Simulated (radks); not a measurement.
Question: Coherent X-ray form factor from a spherical all-electron density. All-electron calculation, scalar-relativistic Kohn-Sham, PBE, spin-polarised, spherical densities, point nucleus. Program: a radial shooting solver on a logarithmic mesh with Libxc functionals.

sin(theta)/lambda (1/angstrom),f0 (electrons)
0.05,27.378
0.1,25.838
0.15,23.958
0.2,22.073
0.25,20.281
0.3,18.591
0.4,15.528
0.5,12.961
0.6,10.939
0.8,8.329
1,6.952
1.25,5.937
1.5,5.123
2,3.641

The species is in the configuration that NIST lists as its ground one. Which atom or ion scatters so?

Answer: Neutral nickel, [Ar] 3d8 4s2. Extrapolating in s^2 from the first two rows gives f0(0) = 27.9, near the electron count 28; among species with that count, the fall with angle is slower the higher Z, and the table is that of Z = 28; from so few rows the species is fixed only to a neighbour or two.
